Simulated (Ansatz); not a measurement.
C2H8AlNSi can be A, `C[N]1[SiH2][Al]1[CH3]`, or B, `C[C]1(N)[AlH][SiH2]1`.

Computed with Ansatz on PBE0-D4/def2-TZVP structures; ΔE is electronic, products minus reactants. CBS: MP2 limit from def2 TZ/QZ plus the TZ coupled-cluster correction, frozen cores. Functionals use def2-TZVPP. B3LYP here is the variant with VWN-RPA as its local correlation; programs differ in this. Each species was taken in one conformer, which may not be the lowest.

A:

```xyz
13

C    -0.8736    1.1892   -1.3834
N    -0.2500    0.0864   -0.6970
Si    0.1569   -1.5282   -1.2959
Al    0.4662   -0.5930    0.7793
C     0.8268   -0.0206    2.6030
H    -1.8726    0.9224   -1.7488
H    -0.9837    2.0555   -0.7246
H    -0.2847    1.5069   -2.2522
H     1.1294   -1.5474   -2.4340
H    -1.0138   -2.3383   -1.7590
H     0.5749    1.0335    2.7426
H     0.2424   -0.6086    3.3158
H     1.8817   -0.1578    2.8542
```

B:

Z-matrix (Å, degrees):
```
C
Al 1 2.459
C 1 1.531 2 53.1
H 1 1.116 2 64.3 3 -156.6
H 1 1.099 2 142.6 3 -80.1
H 1 1.093 2 108.6 3 102.1
Si 2 2.321 1 73.5 3 50.2
H 2 1.586 1 111.2 3 -143.8
N 3 1.438 1 110.8 2 143.3
H 7 1.499 2 137.6 1 64.8
H 7 1.492 2 111.9 1 -132.5
H 9 1.011 3 110.9 1 -172.3
H 9 1.016 3 111.5 1 68.6
```

Which isomer does CCSD(T)/CBS put lower? Give the gap. (Estimate.)

Ansatz gave: A, by 226.9 kJ/mol.

Give E(B) − E(A) in kJ/mol with PBE-D4, ωB97M-V, B2PLYP, HF/def2-TZVPP, B3LYP, MP2/def2-TZVPP, CCSD(T)/def2-TZVPP. (Estimate.)

Ansatz gave: PBE-D4 207.8, ωB97M-V 225.5, B2PLYP 238.9, HF/def2-TZVPP 255.4, B3LYP 238.8, MP2/def2-TZVPP 234.0, CCSD(T)/def2-TZVPP 229.4. None reverses the order clearly.

Largest T1 diagnostic: 0.014.

In def2-TZVPP, CCSD(T) changes the Hartree–Fock value by −25.9 kJ/mol (the triples alone add −4.5 kJ/mol) and MP2 by −21.3 kJ/mol. The D4 term adds −7.3 kJ/mol with B3LYP and −3.6 kJ/mol with PBE0; it sums over pairs of atoms, weighted by their polarisabilities, and B3LYP, whose exchange is more repulsive, gets the larger term.
